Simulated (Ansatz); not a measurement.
Saddle point of Ge4H12F2, closed shell (Ge₄H₁₀ ([GeH3][GeH]([GeH3])[GeH3]) + HF + HF → Ge₄H₉F ([F][GeH2][GeH]([GeH3])[GeH3]) + HF + H₂; bonds formed: Ge2–F7, H6–F9, H8–H11; bonds broken: Ge2–H11, H6–F7, H8–F9), PBE0-D4/def2-TZVP structure:

Ge1  (-0.605, -0.015, -0.921)
Ge2  (-0.880, 0.831, 1.329)
Ge3  (1.749, -0.502, -1.261)
Ge4  (-1.956, -2.019, -1.157)
H5  (-1.087, 1.086, -1.880)
H6  (1.418, 2.250, 0.946)
F7  (0.305, 2.477, 0.635)
H8  (1.266, 1.061, 2.057)
F9  (2.279, 1.768, 1.416)
H10  (-1.213, -0.364, 2.283)
H11  (0.568, 0.709, 2.426)
H12  (-1.814, 1.964, 1.762)
H13  (1.879, -1.396, -2.507)
H14  (2.543, 0.792, -1.459)
H15  (2.271, -1.273, -0.040)
H16  (-1.909, -2.499, -2.616)
H17  (-3.419, -1.748, -0.766)
H18  (-1.396, -3.122, -0.247)
(Å)

Energies are electronic, without zero-point energy. Barriers and step energies count from the start structure reached by relaxing down the imaginary mode; all methods use the PBE0-D4 structures, on which another method's saddle can fall below an end. Computed with Ansatz 0.2.0 (basis: def2-TZVPP, with def2-QZVPP for the basis limit); correlated methods freeze the cores. Filled d shells of the heavier atoms are correlated. The def2 sets are not built for correlating such inner shells, so the correlated values are less sure here. B3LYP uses VWN-RPA correlation. Extrapolation: Hartree–Fock as exp(−7.88 √X), correlation as X^−2.97.

| method | barrier (kcal/mol) | step energy (kcal/mol) |
| --- | --- | --- |
| SPW92 | ? | -2.07 |
| PBE-D4 | 28.20 | -6.46 |
| BLYP-D4 | 29.10 | -9.43 |
| r2SCAN-D4 | 31.10 | -7.84 |
| B97M-V | 36.30 | -7.29 |
| PBE0-D4 | 34.70 | -5.77 |
| B3LYP-D4 | 34.09 | -8.56 |
| r2SCAN0-D4 | 36.21 | -6.78 |
| BHLYP-D4 | 40.41 | -8.44 |
| CAM-B3LYP-D4 | 35.11 | -8.40 |
| wB97X-V | 36.98 | -8.27 |
| wB97M-V | 36.73 | -7.54 |
| B2PLYP | 36.94 | -8.74 |
| PBE-QIDH | 39.02 | -6.33 |
| RPA on PBE | 39.10 | -7.84 |
| HF | ? | -10.51 |
| MP2 | ? | -7.52 |
| CCSD | 43.30 | -6.83 |
| CCSD(T) | 40.47 | -6.83 |

**Question.** Fill in the withheld barriers. (To be estimated.)

**Answer.** Computed: HF 54.20; MP2 39.45; SPW92 21.31 kcal/mol. Each is the energy of the saddle less that of the start structure, by the same method.

For comparison, the barrier by CCSD(T) at an estimated basis limit (MP2 extrapolated from triple and quadruple zeta, plus CCSD(T) − MP2 in triple zeta) is 40.54 kcal/mol.

The T1 diagnostic stays at or below 0.013.

Labels in which every atom is bracketed show which atoms are joined, not bond orders.

For scale, one of the runs: CCSD(T)/def2-TZVPP, 422 basis functions, launched by `ansatz run in.yaml --threads 4 --pin off --events-out ev --progress --plain --max-ram 63488MiB --backend cuda --devices 0, --max-vram 37GiB`. The run took 87 s on 4 CPU threads of an AMD EPYC 7R13 and a share of one NVIDIA H100 (shared host), with 0.98 GiB of host memory at its peak.
